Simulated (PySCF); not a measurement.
Trends in electronic spectra. Level of theory: PySCF, TDDFT PBE0/def2-SVPD, vertical, gas phase, core orbitals frozen in the response. Geometries: GFN2-xTB; one conformer of each isolated species. Triplets are in the Tamm–Dancoff approximation.

Task: Rank by computed lowest singlet excitation energy, highest first.
A. `O[SiH2]C(F)(F)C(F)(F)F`
B. `C/C=N\N([SiH3])CC`
C. `C[Si](N)(N)C1CC1`
D. `C[C@H](CF)S(=O)(=O)Cl`
E. `CCC[P@H](=O)C(C)=O`
F. `CO[C@@H]1[C@@H]([SiH3])[C@@H]1C#N`
G. `C#CCF`
H. `C1C(=C1)F`

Result: A (7.14 eV), H (6.71 eV), F (6.55 eV), C (6.35 eV), G (6.18 eV), D (5.95 eV), B (5.37 eV), E (3.63 eV).

| SMILES | S1 (eV) | first f ≥ 0.01 (nm) | T1 (eV) | α (au) | f (S1) | gap (eV) | S1 mainly |
| --- | --- | --- | --- | --- | --- | --- | --- |
| O[SiH2]C(F)(F)C(F)(F)F | 7.14 | 151 | 6.68 | 57.4 | 0.003 | 8.57 | H→L (97%) |
| FC1=CC1 | 6.71 | 182 | 4.39 | 33.9 | 0.005 | 7.68 | H→L+1 (98%) |
| CO[C@@H]1[C@@H]([SiH3])[C@@H]1C#N | 6.55 | 177 | 5.91 | 93.0 | 0.004 | 7.77 | H→L (85%) |
| C[Si](N)(N)C1CC1 | 6.35 | 195 | 6.10 | 87.0 | 0.056 | 7.48 | H→L (90%) |
| C#CCF | 6.18 | 159 | 5.25 | 35.6 | 0.000 | 8.25 | H→L (95%) |
| C[C@H](CF)S(=O)(=O)Cl | 5.95 | 190 | 5.31 | 76.9 | 0.005 | 7.57 | H→L (97%) |
| C/C=N\N([SiH3])CC | 5.37 | 228 | 3.85 | 94.7 | 0.007 | 6.38 | H→L+1 (90%) |
| CCC[P@H](=O)C(C)=O | 3.63 | 182 | 3.02 | 89.6 | 0.001 | 5.62 | H→L (96%) |

H and L stand for HOMO and LUMO.

Mean S1 by what the SMILES shows (count): single bonds only 6.74 eV (2); a double or triple bond but no aromatic ring 5.73 eV (6).

- `O[SiH2]C(F)(F)C(F)(F)F`: Löwdin shares by element: HOMO carbon 23% or more, oxygen 18%, silicon 16%, fluorine 13% or more (atoms not listed hold the other 30%); LUMO silicon 29%, oxygen 18%, hydrogen 17% or more (atoms not listed hold the other 36%).
- `FC1=CC1`: Löwdin shares by element: HOMO carbon 75%, fluorine 9% (atoms not listed hold the other 16%); LUMO carbon 71% or more, fluorine 10%, hydrogen 10% or more.
- `CO[C@@H]1[C@@H]([SiH3])[C@@H]1C#N`: Löwdin shares by element: HOMO oxygen 33%, carbon 26% or more, nitrogen 11% (atoms not listed hold the other 29%); LUMO silicon 30%, hydrogen 17% or more, carbon 8% or more (atoms not listed hold the other 46%).
- `C[Si](N)(N)C1CC1`: Löwdin shares by element: HOMO nitrogen 36% or more, carbon 21% or more, silicon 11% (atoms not listed hold the other 32%); LUMO silicon 25%, hydrogen 15% or more, carbon 8% or more (atoms not listed hold the other 52%).
- `C#CCF`: Löwdin shares by element: HOMO carbon 87%; LUMO carbon 72%, fluorine 11% (atoms not listed hold the other 17%).
- `C[C@H](CF)S(=O)(=O)Cl`: Löwdin shares by element: HOMO oxygen 54%, chlorine 41%; LUMO chlorine 42%, sulfur 27%, oxygen 18%.
- `C/C=N\N([SiH3])CC`: Löwdin shares by element: HOMO nitrogen 53%, carbon 20% or more, silicon 5% (atoms not listed hold the other 23%); LUMO carbon 34% or more, nitrogen 26% or more, silicon 9% (atoms not listed hold the other 31%).
- `CCC[P@H](=O)C(C)=O`: Löwdin shares by element: HOMO oxygen 59%, carbon 13% or more, phosphorus 11% (atoms not listed hold the other 17%); LUMO carbon 46% or more, oxygen 32% or more, phosphorus 8%.
